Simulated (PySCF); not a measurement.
Nuclear quadrupole coupling in `O[Si@H]1C=C[Si@H](CCl)C=C1`

Compound: C5H9ClOSi2.
Numbering: `[OH:1][Si@H:2]1[CH:3]=[CH:4][Si@H:5]([CH2:6][Cl:7])[CH:8]=[CH:9]1` (hydrogens: H10 on O1; H11 on Si2; H12 on C3; H13 on C4; H14 on Si5; H15, H16 on C6; H17 on C8; H18 on C9)

Geometry (GFN2-xTB, Å), atoms numbered from 1 in this order:
```xyz
18
C5H9ClOSi2 angstrom
O      3.4053    0.5163   -0.4568
Si     1.7796    0.5634   -0.5923
C      1.0949   -0.9873   -1.4207
C     -0.1251   -1.4688   -1.1900
Si    -1.3101   -0.6888    0.0476
C     -2.4117    0.5656   -0.9013
Cl    -3.4511    1.4329    0.2595
C     -0.2996    0.2498    1.3271
C      0.9192    0.7258    1.0779
H      3.8602   -0.1688    0.0255
H      1.6218    1.7559   -1.4232
H      1.7372   -1.4967   -2.1333
H     -0.4510   -2.3640   -1.7095
H     -2.1840   -1.6902    0.6758
H     -1.8245    1.3204   -1.4193
H     -3.0789    0.0907   -1.6163
H     -0.7394    0.3948    2.3082
H      1.4483    1.2554    1.8647
```

Field gradients from the PBE0/pcSseg-1 density (PySCF, non-relativistic), principal values in atomic units, ordered |Vxx| ≤ |Vyy| ≤ |Vzz|:

```csv
atom,Vxx,Vyy,Vzz
O1,-0.3999,-1.1174,1.5174
Cl7,-1.9575,-2.0659,4.0234
```

Problem. Find the asymmetry η = (Vxx − Vyy)/Vzz and the couplings χ = eQV/h (234.96 MHz × Q in barn × V in au), with Q(17O) = −0.0256 b, Q(35Cl) = −0.0817 b.

Solution. 
```json
{"atom": "O1", "environment": "silanol oxygen", "nucleus": "17O", "η": "0.47", "χzz (MHz)": "-9.13", "χxx (MHz)": "2.41", "χyy (MHz)": "6.72"}
{"atom": "Cl7", "environment": "alkyl chlorine", "nucleus": "35Cl", "η": "0.03", "χzz (MHz)": "-77.24", "χxx (MHz)": "37.58", "χyy (MHz)": "39.66"}
```

The gradient is axial or nearly so (η below 0.05) at Cl7. 

Problem. What is Vzz at O1 in SI units (1 au = 9.71736 × 10²¹ V/m²)?

Solution. 1.5174 au = 14.745 × 10²¹ V/m².

Problem. And the gradient at the other heavy atoms, for which no coupling is worked out here?

Solution. 
```csv
atom,environment,Vzz (au),η
Si2,oxygen-bound silicon,0.394,0.59
C3,alkene CH carbon,0.408,0.38
C4,alkene CH carbon,0.389,0.35
Si5,SiH silicon,0.141,0.86
C6,sp3 C–Cl carbon,0.501,0.16
C8,alkene CH carbon,0.394,0.31
C9,alkene CH carbon,0.400,0.37
```

Problem. What couplings would deuterons (Q(2H) = 0.00286 b) have in place of the hydrogens, at this geometry?

Solution. 
```tsv
atom	bonded to	bond length (Å)	Vzz (au)	η	χzz (kHz)
H10	O1	0.953	0.5131	0.05	345
H11	Si2	1.462	0.1627	0.01	109
H12	C3	1.086	0.3211	0.02	216
H13	C4	1.085	0.3230	0.03	217
H14	Si5	1.470	0.1566	0.01	105
H15	C6	1.088	0.3109	0.07	209
H16	C6	1.087	0.3126	0.07	210
H17	C8	1.085	0.3221	0.03	216
H18	C9	1.086	0.3214	0.02	216
```

Isolated species at its GFN2-xTB geometry (one conformer only). GFN2-xTB bond lengths can be off by several hundredths of an ångström, more for odd bonds, and the gradients follow them. The small basis limits the accuracy of the gradients.
